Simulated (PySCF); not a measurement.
# Working out the ionisation energy of Hg⁺

Hg⁺ [Xe] 4f14 5d10 6s1 (2S) → Hg²⁺ [Xe] 4f14 5d10 (1S). Computed with PySCF 2.14 in x2c-TZVPPall, with the spin-free X2C one-electron Hamiltonian (Gaussian nucleus). Frozen: [Kr] 4d10 4f14. Energies in hartree (1 hartree = 27.21139 eV):

```tsv
part	Hg⁺ (lower)	Hg²⁺ (upper)
UHF	-19619.592263	-19618.963972
MP2 opposite-spin	-0.381346	-0.347475
MP2 same-spin	-0.195878	-0.171612
```

Problem. What does Hartree-Fock give?

Solution. (-19618.963972) − (-19619.592263) = 0.628291 hartree = 17.097 eV.

Problem. What do MP2 and SCS-MP2 (6/5 opposite-spin, 1/3 same-spin) give?

Solution. The opposite-spin parts differ by 0.922 eV and the same-spin parts by 0.660 eV. MP2: 17.097 + (0.922) + (0.660) = 18.679 eV. SCS-MP2: 17.097 + 1.2 × (0.922) + (0.660)/3 = 18.423 eV.

Measured between the centres of the two terms (NIST): 18.757 eV, so MP2 (valence and next inner shell) is off by -0.078 eV.

What remains against the reference includes basis incompleteness, the frozen core and correlation beyond second order.
